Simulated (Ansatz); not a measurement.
Relaxation of Cl$_{3}$H$_{2}$OSn (7 atoms, charge 0, multiplicity 2), to a largest force component of 0.03 eV/Å in at most 50 steps.

Theory: Ansatz, UKS B3LYP/def2-SVP.

```xyz
7
Properties=species:S:1:pos:R:3
Sn -0.090 -0.003 -0.015
Cl 0.722 0.059 3.501
O 1.780 0.002 -0.749
H 2.120 -0.906 -0.844
Cl -1.090 1.964 -0.962
Cl -1.160 -1.989 -0.880
H -0.539 -0.079 3.912
```

Q: Where does it end, and by what steps?

A: It converged. The force dipped under the threshold on the way, but the program's further checks kept it going. After 9 steps the energy has fallen by 0.026 eV; Cl6 moved furthest, 0.10 Å.

```tsv
step	energy less start (eV)	largest force component (eV/Å)	accepted
0	0.0000	1.094	yes
1	0.0040	0.808	no
2	-0.0069	0.992	yes
3	-0.0243	0.116	yes
4	-0.0247	0.141	yes
5	-0.0227	0.348	no
6	-0.0252	0.080	yes
7	-0.0257	0.014	yes
8	-0.0256	0.078	no
9	-0.0259	0.004	yes
```

```xyz
7
Properties=species:S:1:pos:R:3
Sn -0.052 0.019 0.004
Cl 0.664 0.103 3.496
O 1.787 -0.006 -0.804
H 2.130 -0.912 -0.871
Cl -1.077 1.973 -0.941
Cl -1.161 -1.978 -0.785
H -0.548 -0.151 3.863
```

Whether the end is a true minimum wasn't checked by a vibrational analysis.

Run time: 59 s on 4 threads of Intel(R) Xeon(R) Platinum 8259CL CPU @ 2.50GHz (Skylake/Cascade Lake) (shared host), peak memory 0.42 GiB.
